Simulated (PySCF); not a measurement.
PySCF input for C₃H₄O₂Si, SMILES O=C1C=C[SiH2]O1, PBE-D3(BJ)/def2-SVP. The structure is a stationary point at PBE-D3(BJ)/def2-SVP. This is a generated structure with no PubChem entry under its InChIKey; it may be hypothetical.

```python
import numpy as np
from pyscf import gto, scf, dft, df
from pyscf.hessian import thermo

mol = gto.M(
    atom='''
    O     0.37824352    2.30471630   -0.00000000
    C     0.11698070    1.12502270   -0.00000000
    C    -1.26684900    0.52820433    0.00000000
    C    -1.34857664   -0.82276039    0.00000000
    Si    0.42497840   -1.43662229    0.00000000
    O     1.09246529    0.14833520    0.00000000
    H    -2.11612689    1.23003333    0.00000000
    H    -2.30591723   -1.36506888    0.00000000
    H     0.84867284   -2.17973218   -1.23047625
    H     0.84867285   -2.17973218    1.23047624
    ''',
    basis='def2-SVP',
    charge=0,
    spin=0,
    max_memory=1600,
    verbose=3,
)
mf = dft.RKS(mol, xc='pbe').density_fit(auxbasis='def2-universal-jkfit')
mf.disp = 'd3bj'
mf.grids.level = 3
mf.conv_tol = 1e-11
mf.max_cycle = 100
mf.kernel()

# analytic Hessian; the response equations are solved on a coarser grid
h, args, fine = mf.Hessian(), (mf.mo_energy, mf.mo_coeff, mf.mo_occ), mf.grids
h.max_memory = max(150, 2.5e-5 * df.make_auxmol(mol, mf.with_df.auxbasis).nao * mol.nelec[0] * (mol.nelec[0] + mol.nao))  # MB; small integral blocks
h1ao = h.make_h1(mf.mo_coeff, mf.mo_occ)
mf.grids = dft.Grids(mol).set(level=1).build(with_non0tab=True)
mo1, mo_e1 = h.solve_mo1(*args, h1ao)
mf.grids = fine
hess = h.hess_elec(*args, mo1, mo_e1, h1ao) + h.hess_nuc()
if mf.do_disp():
    hess += h.get_dispersion()
for i in range(mol.natm):  # the analytic DFT Hessian lacks the response of the grid: restore translational invariance
    hess[i, i] -= hess[i].sum(axis=0)
hess = (hess + hess.transpose(1, 0, 3, 2)) / 2
vib = thermo.harmonic_analysis(mol, hess, imaginary_freq=False)
thermo.dump_normal_mode(mol, vib)
th = thermo.thermo(mf, vib['freq_au'][vib['freq_au'] > 0], 298.15, 101325)
thermo.dump_thermo(mol, th)
g0 = mf.nuc_grad_method().set(verbose=0).kernel()

# dipole derivatives [dipole axis, atom, xyz] from the same response
r, irp = mol.intor('int1e_r'), mol.intor('int1e_irp').reshape(3, 3, mol.nao, mol.nao)
sl, dm0, ok = mol.aoslice_by_atom(), np.array(mf.make_rdm1()), []
dmu = np.einsum('a,xt->xat', mol.atom_charges(), np.eye(3))
for a, (_, _, p0, p1) in enumerate(sl):
    dmu[:, a] += 2 * np.einsum('xtij,ij->xt', irp[:, :, :, p0:p1], dm0.reshape(-1, mol.nao, mol.nao).sum(0)[:, p0:p1])
    for u, c, occ, f in [(mo1, mf.mo_coeff, mf.mo_occ, 4)]:
        dmu[:, a] -= f * np.einsum('tui,xuv,vi->xt', u[a], r, c[:, occ > 0], optimize=True)
L = vib['norm_mode']
ir = 974.8801 * (np.einsum('xat,kat->kx', dmu, L) ** 2).sum(1)       # km/mol
apt = np.einsum('xax->a', dmu) / 3
print('mode   freq/cm-1   IR/(km/mol)')
for k, w in enumerate(vib['freq_wavenumber']):
    print(f'{k + 1:4d} {w:11.2f} {ir[k]:13.3f}')
print('max |gradient| / (hartree/bohr):', abs(g0).max())
print('APT charges:', apt.round(4))
```

It prints:

```
converged SCF energy = -555.959273946638

WARN: DFTD3 does not support analytical Hessian, using finite difference


WARN: Mole.unit (angstrom) is changed to Bohr

Mode                                 0                   1                   2
Irrep
Freq [cm^-1]                      150.5150            256.8639            450.2383
Reduced mass [au]                   5.5189              2.4930              8.7276
Force const [Dyne/A]                0.0737              0.0969              1.0424
Char temp [K]                     216.5576            369.5700            647.7926
Normal mode                   x     y     z       x     y     z       x     y     z
       0   O                -0.00  0.00 -0.13    0.00 -0.00 -0.05    0.14  0.01 -0.00
       1   C                -0.00  0.00  0.03    0.00 -0.00  0.04   -0.08  0.05 -0.00
       2   C                 0.00 -0.00  0.07   -0.00 -0.00  0.15   -0.09  0.01 -0.00
       3   C                 0.00  0.00  0.00   -0.00 -0.00 -0.15    0.02 -0.00  0.00
       4  Si                -0.00  0.00 -0.05   -0.00  0.00  0.02    0.06 -0.03 -0.00
       5   O                 0.00  0.00  0.17   -0.00 -0.00 -0.05   -0.14  0.01  0.00
       6   H                -0.00 -0.00  0.09   -0.00  0.00  0.32   -0.16 -0.07  0.00
       7   H                 0.00 -0.00 -0.04   -0.00 -0.00 -0.22    0.04 -0.04  0.00
       8   H                -0.00  0.18 -0.17    0.22 -0.13  0.18    0.10 -0.01 -0.00
       9   H                 0.00 -0.18 -0.17   -0.22  0.13  0.18    0.10 -0.01  0.00
Mode                                 3                   4                   5
Irrep
Freq [cm^-1]                      491.3805            540.5056            587.4583
Reduced mass [au]                   8.7532              1.2921              8.7670
Force const [Dyne/A]                1.2452              0.2224              1.7826
Char temp [K]                     706.9872            777.6672            845.2217
Normal mode                   x     y     z       x     y     z       x     y     z
       0   O                -0.09  0.08 -0.00    0.00 -0.00 -0.03    0.04  0.12 -0.00
       1   C                 0.01  0.05  0.00   -0.00 -0.00  0.10    0.05  0.09  0.00
       2   C                 0.04  0.08  0.00   -0.00 -0.00  0.03    0.07 -0.10  0.00
       3   C                 0.05  0.08 -0.00   -0.00 -0.00 -0.04    0.03 -0.11  0.00
       4  Si                 0.02 -0.12  0.00    0.00  0.00  0.04   -0.08 -0.03  0.00
       5   O                -0.03 -0.02 -0.00    0.00  0.00 -0.05   -0.02  0.04 -0.00
       6   H                 0.04  0.07 -0.00   -0.00 -0.00 -0.28   -0.01 -0.20 -0.00
       7   H                 0.02  0.13 -0.00    0.00 -0.00 -0.46    0.02 -0.09  0.00
       8   H                 0.01 -0.14  0.00   -0.46  0.04 -0.15   -0.01  0.01  0.00
       9   H                 0.01 -0.14 -0.00    0.46 -0.04 -0.15   -0.01  0.01 -0.00
Mode                                 6                   7                   8
Irrep
Freq [cm^-1]                      643.1288            681.0370            705.1948
Reduced mass [au]                   1.1916              1.9067              1.5692
Force const [Dyne/A]                0.2904              0.5211              0.4598
Char temp [K]                     925.3192            979.8605           1014.6183
Normal mode                   x     y     z       x     y     z       x     y     z
       0   O                 0.00 -0.00 -0.00   -0.00  0.00 -0.04   -0.01  0.01  0.00
       1   C                -0.00  0.00  0.02    0.00 -0.00  0.15    0.05 -0.01 -0.00
       2   C                -0.00  0.00 -0.00    0.00  0.00 -0.03    0.04 -0.01  0.00
       3   C                 0.00  0.00 -0.00   -0.00  0.00  0.11   -0.16 -0.01 -0.00
       4  Si                -0.00  0.00  0.05   -0.00 -0.00 -0.05    0.02 -0.02  0.00
       5   O                 0.00 -0.00 -0.07   -0.00  0.00 -0.03   -0.03  0.01 -0.00
       6   H                -0.00 -0.00 -0.03    0.00  0.00 -0.42    0.12  0.09  0.00
       7   H                 0.00 -0.00 -0.02   -0.00  0.00 -0.24   -0.26  0.16  0.00
       8   H                 0.27  0.55 -0.19    0.31 -0.11  0.13    0.45  0.21  0.01
       9   H                -0.27 -0.55 -0.19   -0.31  0.11  0.13    0.45  0.21 -0.01
Mode                                 9                  10                  11
Irrep
Freq [cm^-1]                      753.9336            811.1607            843.2741
Reduced mass [au]                   5.0376              2.2726              2.4861
Force const [Dyne/A]                1.6871              0.8810              1.0416
Char temp [K]                    1084.7426           1167.0796           1213.2837
Normal mode                   x     y     z       x     y     z       x     y     z
       0   O                -0.03 -0.05  0.00    0.00  0.00 -0.04    0.01 -0.03 -0.00
       1   C                 0.01 -0.05 -0.00    0.00  0.00  0.18    0.02 -0.03  0.00
       2   C                 0.11  0.01  0.00    0.00 -0.00 -0.11   -0.10  0.04 -0.00
       3   C                 0.14  0.02 -0.00   -0.00 -0.00 -0.06    0.07  0.04 -0.00
       4  Si                -0.04  0.04  0.00    0.00 -0.00  0.01   -0.07 -0.05  0.00
       5   O                -0.13 -0.04 -0.00   -0.00 -0.00 -0.03    0.07  0.08 -0.00
       6   H                 0.10 -0.01  0.00    0.00  0.00  0.30   -0.15 -0.02  0.00
       7   H                 0.14  0.04  0.00   -0.00  0.00  0.53    0.23 -0.23  0.00
       8   H                 0.16  0.17 -0.01   -0.09 -0.02 -0.02    0.33  0.08  0.06
       9   H                 0.16  0.17  0.01    0.09  0.02 -0.02    0.33  0.08 -0.06
Mode                                12                  13                  14
Irrep
Freq [cm^-1]                      906.2464            938.2948            971.4118
Reduced mass [au]                   5.2414              1.0811              1.2724
Force const [Dyne/A]                2.5362              0.5608              0.7074
Char temp [K]                    1303.8867           1349.9973           1397.6453
Normal mode                   x     y     z       x     y     z       x     y     z
       0   O                -0.02  0.08 -0.00   -0.00  0.01 -0.00   -0.00 -0.00 -0.00
       1   C                 0.05  0.05  0.00    0.01  0.00 -0.00    0.00 -0.00  0.01
       2   C                -0.08  0.01 -0.00   -0.03  0.01  0.00    0.00  0.00 -0.11
       3   C                 0.00 -0.01 -0.00    0.01  0.00  0.00    0.00 -0.00  0.09
       4  Si                 0.00  0.04  0.00    0.01 -0.04 -0.00   -0.00  0.00  0.00
       5   O                 0.03 -0.19  0.00    0.02 -0.01 -0.00   -0.00  0.00 -0.00
       6   H                -0.13 -0.04  0.00   -0.06 -0.02 -0.00    0.00  0.00  0.68
       7   H                 0.11 -0.20  0.00    0.02 -0.02 -0.00    0.00 -0.00 -0.55
       8   H                 0.16  0.03  0.06   -0.20  0.51 -0.39   -0.00  0.00 -0.00
       9   H                 0.16  0.03 -0.06   -0.20  0.51  0.39    0.00 -0.00 -0.00
Mode                                15                  16                  17
Irrep
Freq [cm^-1]                     1019.1817           1167.4820           1263.9494
Reduced mass [au]                   1.2437              2.7812              1.8187
Force const [Dyne/A]                0.7611              2.2335              1.7119
Char temp [K]                    1466.3756           1679.7467           1818.5418
Normal mode                   x     y     z       x     y     z       x     y     z
       0   O                 0.01 -0.01  0.00    0.03  0.01 -0.00   -0.00  0.02  0.00
       1   C                -0.08  0.02 -0.00   -0.20  0.06 -0.00    0.07 -0.02  0.00
       2   C                 0.00 -0.02 -0.00    0.05 -0.00  0.00   -0.13 -0.03 -0.00
       3   C                 0.06  0.02 -0.00    0.02 -0.04 -0.00    0.10 -0.07 -0.00
       4  Si                -0.02  0.00  0.00   -0.02 -0.01  0.00   -0.01  0.00  0.00
       5   O                 0.06 -0.03  0.00    0.07 -0.04 -0.00   -0.02  0.01  0.00
       6   H                -0.33 -0.44  0.00    0.36  0.37 -0.00    0.25  0.45 -0.00
       7   H                -0.28  0.62 -0.00    0.03 -0.05  0.00   -0.20  0.45 -0.00
       8   H                 0.09  0.04  0.02    0.10  0.08 -0.01   -0.01 -0.01  0.02
       9   H                 0.09  0.04 -0.02    0.10  0.08  0.01   -0.01 -0.01 -0.02
Mode                                18                  19                  20
Irrep
Freq [cm^-1]                     1575.2736           1815.9783           2192.8940
Reduced mass [au]                   7.7239             12.6765              1.0300
Force const [Dyne/A]               11.2927             24.6304              2.9181
Char temp [K]                    2266.4680           2612.7885           3155.0862
Normal mode                   x     y     z       x     y     z       x     y     z
       0   O                -0.01 -0.02 -0.00    0.04  0.15  0.00    0.00  0.00 -0.00
       1   C                 0.00  0.00  0.00   -0.06 -0.22 -0.00    0.00 -0.00 -0.00
       2   C                 0.03  0.21  0.00    0.01  0.02 -0.00   -0.00 -0.00  0.00
       3   C                 0.00 -0.19 -0.00   -0.00  0.00 -0.00    0.00 -0.00  0.00
       4  Si                -0.00  0.00 -0.00    0.00  0.00  0.00   -0.01  0.02 -0.00
       5   O                 0.00  0.00 -0.00    0.00  0.00  0.00   -0.00  0.00 -0.00
       6   H                -0.18 -0.02 -0.00   -0.03 -0.05  0.00    0.00  0.00  0.00
       7   H                -0.12 -0.02  0.00   -0.00  0.00 -0.00   -0.00  0.01  0.00
       8   H                -0.01 -0.00 -0.00   -0.01 -0.00  0.01    0.19 -0.34 -0.58
       9   H                -0.01 -0.00  0.00   -0.01 -0.00 -0.01    0.19 -0.34  0.58
Mode                                21                  22                  23
Irrep
Freq [cm^-1]                     2197.3755           3121.7228           3146.5933
Reduced mass [au]                   1.0540              1.0889              1.1010
Force const [Dyne/A]                2.9983              6.2519              6.4229
Char temp [K]                    3161.5342           4491.4641           4527.2472
Normal mode                   x     y     z       x     y     z       x     y     z
       0   O                -0.00 -0.00 -0.00   -0.00 -0.00 -0.00    0.00  0.00  0.00
       1   C                 0.00  0.00  0.00    0.00  0.00 -0.00   -0.00 -0.00  0.00
       2   C                -0.00  0.00  0.00   -0.06  0.05 -0.00    0.03 -0.03 -0.00
       3   C                 0.00 -0.00  0.00    0.03  0.01 -0.00    0.07  0.04 -0.00
       4  Si                -0.00  0.00  0.04   -0.00  0.00  0.00   -0.00  0.00  0.00
       5   O                -0.00  0.00 -0.00    0.00 -0.00  0.00   -0.00 -0.00  0.00
       6   H                -0.00  0.00 -0.00    0.68 -0.55  0.00   -0.29  0.24 -0.00
       7   H                 0.00  0.00  0.00   -0.34 -0.19  0.00   -0.76 -0.43  0.00
       8   H                 0.20 -0.34 -0.56    0.00  0.00 -0.00    0.00 -0.00 -0.00
       9   H                -0.20  0.34 -0.56    0.00  0.00  0.00    0.00 -0.00  0.00
temperature 298.1500 [K]
pressure 101325.00 [Pa]
Rotational constants [GHz] 6.16612 2.71837 1.93063
Symmetry number 1
Zero-point energy (ZPE) 0.06204 [Eh]   162878.114 [J/mol]
                           tot       elec      trans        rot        vib
Entropy [J/mol/K]       315.692      0.000    166.199    111.708     37.786
Cv [J/mol/K]             88.822      0.000     12.472     12.472     63.878
Cp [J/mol/K]             97.136      0.000     20.786     12.472     63.878
Internal energy [J/mol]                      3718.434   3718.434 170208.961
Internal energy [Eh]   -555.89161  -555.95927
Enthalpy [J/mol]                             6197.391   3718.434 170208.961
Enthalpy [Eh]          -555.89067
Gibbs free energy [J/mol]                  -43354.698 -29587.217 158943.129
Gibbs free energy [Eh] -555.92652
mode   freq/cm-1   IR/(km/mol)
   1      150.51         0.034
   2      256.86         2.105
   3      450.24         1.452
   4      491.38        19.643
   5      540.51         3.997
   6      587.46         8.795
   7      643.13        28.563
   8      681.04        35.344
   9      705.19        14.773
  10      753.93         0.998
  11      811.16        49.568
  12      843.27        87.027
  13      906.25        88.765
  14      938.29       111.826
  15      971.41         0.271
  16     1019.18        83.279
  17     1167.48       136.783
  18     1263.95        23.107
  19     1575.27         5.293
  20     1815.98       318.565
  21     2192.89        83.645
  22     2197.38        98.883
  23     3121.72         0.906
  24     3146.59         0.852
max |gradient| / (hartree/bohr): 7.377123537825547e-05
APT charges: [-0.6604  1.0084 -0.1135 -0.2625  1.2318 -0.8553  0.0629  0.0598 -0.2356
 -0.2356]
```

Self-consistency was reached.
